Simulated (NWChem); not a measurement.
Lowest excitation of F4Te

SMILES: F[Te](F)(F)F
```xyz
5

Te     0.0000     0.0000     0.2957
F     -1.9591     0.0000     0.0885
F      0.0000     1.4691    -0.9429
F      1.9591     0.0000     0.0885
F      0.0000    -1.4691    -0.9429
```
Charge 0, spin multiplicity 1.

Everything below was run with NWChem. The geometry was optimised at PBE/def2-SVP with def2 effective core potentials on Te, a minimum by its harmonic frequencies.

Basis set: def2-SVP.

Effective core potentials replace the inner electrons of Te; spin-orbit coupling is left out. The correlated methods keep 8 core orbitals frozen. B3LYP has NWChem's definition, with VWN1-RPA local correlation. The structure started from a generated list of species. No row is a measurement; the coupled-cluster row has its own basis-set and correlation limits.

Task: Order these methods by the lowest vertical singlet excitation energy they give, lowest first: TDA-LDA (SVWN5), CIS, TD-B3LYP, EOM-CCSD.

Result: TDA-LDA (SVWN5) (4.93 eV), TD-B3LYP (5.37 eV), EOM-CCSD (6.11 eV), CIS (7.21 eV)
